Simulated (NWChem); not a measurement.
Molecule: CrN$_{2}$H$_{2}$Cl$_{2}$; SMILES [NH]=[Cr](=[NH])([Cl])[Cl]

All runs: NWChem. Pople sets run with spherical d functions. Geometry: optimised at PBE0/def2-SVP. No frequency run checked for a minimum.

For level TPSS/STO-3G:

- highest occupied level (eV) = -4.82
- orbital gap (eV) = 3.41
- dipole (D) = 4.30

### Question
How do the values read with level TPSS/6-31G* instead?

### Answer
| Item | Value |
|---|---|
| highest occupied level (eV) | -7.11 |
| orbital gap (eV) | 2.73 |
| dipole (D) | 4.70 |
